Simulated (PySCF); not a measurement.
An unknown shows these calculated signals:

1H NMR (500 MHz, computed): δ 7.51 (m, 1H), 7.08 (d, 1H), 7.04 (m, 1H), 6.91 (m, 1H).

13C{1H} NMR (computed): δ 174.1 (C), 144.1 (C), 137.6 (CH), 132.3 (C), 128.0 (CH), 117.6 (CH), 117.4 (CH).

Computed data (PySCF 2.14): PBE0-D3(BJ)/def2-TZVP structure, B97-2/pcSseg-2 with gauge-including orbitals. One computed conformer, in vacuum, non-relativistic.

Referencing at the same level of theory: 1H, 13C vs TMS.

Problem. Which of these does the molecule contain: a heteroaromatic ring, a benzene ring, an OH group, a methoxy group?

Solution. 
- A heteroaromatic ring: no.
- A benzene ring: yes.
- An OH group: no.
- A methoxy group: no.

The data belong to `C1(N=C=O)=CC=CC(F)=C1`, C7H4FNO; they needn't prove each group on their own.

Carbon signals by region: 1 in the far downfield region (above 160 ppm), 6 in the sp2 and nitrile region (100–160 ppm). Above 160 ppm: 174.1, aromatic carbon bearing fluorine.

Splittings by 19F in the carbon and heteronuclear signals aren't shown, as no couplings were computed. Shifts are as computed. Against solution values, carbons near 30 ppm lie about +3 ppm off and those near 130 ppm about +7 ppm. Of 1211 compounds with measured shifts, 218 miss one by over three times the rms of a fit or turn the order of signals round; such compounds aren't used in these exercises. Multiplicities follow the n + 1 count of equivalent neighbours, as no J values were calculated; m marks all less simple cases, F and P coupling included.
